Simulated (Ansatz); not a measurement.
Relaxation of CH7NOSi2 (12 atoms, charge 0, multiplicity 1), to a largest force component of 0.015 eV/Å in at most 40 steps.

Level of theory: RKS r2SCAN/def2-SVP (Ansatz).

```xyz
12
Properties=species:S:1:pos:R:3
N -1.154 0.969 1.078
C -0.371 0.171 0.536
Si 0.623 -1.002 1.551
Si 0.012 0.038 -1.311
O -0.817 1.241 -2.168
H -1.688 1.583 0.343
H 2.131 -0.688 1.441
H 0.517 -2.390 1.096
H 0.319 -0.949 3.054
H 1.385 0.144 -1.592
H -0.564 -1.267 -1.813
H -0.314 2.095 -2.181
```

Where does it end, and by what steps?

The run converged. The force dipped under the threshold on the way, but the program's further checks kept it going. After 24 steps the energy has fallen by 0.460 eV; H7 moved furthest, 0.70 Å.

```tsv
step	energy less start (eV)	largest force component (eV/Å)	accepted
0	0.0000	3.257	yes
1	-0.3049	1.811	yes
2	-0.2555	2.567	no
3	-0.4165	0.692	yes
4	-0.4421	0.361	yes
5	-0.4283	0.652	no
6	-0.4550	0.078	yes
7	-0.4561	0.048	yes
8	-0.4567	0.024	yes
9	-0.4571	0.056	yes
10	-0.4572	0.060	yes
11	-0.4575	0.050	yes
12	-0.4578	0.036	yes
13	-0.4581	0.048	yes
14	-0.4584	0.056	yes
15	-0.4585	0.039	yes
16	-0.4588	0.047	yes
17	-0.4585	0.067	no
18	-0.4591	0.029	yes
19	-0.4592	0.021	yes
20	-0.4594	0.029	yes
21	-0.4594	0.026	yes
22	-0.4596	0.013	yes
23	-0.4596	0.013	yes
24	-0.4596	0.014	yes
```

```xyz
12
Properties=species:S:1:pos:R:3
N -0.880 1.100 1.045
C -0.209 0.147 0.494
Si 0.694 -1.040 1.682
Si -0.130 -0.006 -1.404
O -0.967 1.306 -2.017
H -1.310 1.695 0.313
H 2.003 -0.430 2.074
H 0.982 -2.330 0.977
H -0.129 -1.297 2.898
H 1.293 -0.017 -1.870
H -0.817 -1.248 -1.854
H -0.451 2.068 -2.302
```

Run time: 67 s on 2 threads of Intel(R) Xeon(R) Platinum 8488C (Sapphire Rapids) (shared host), peak memory 0.19 GiB.
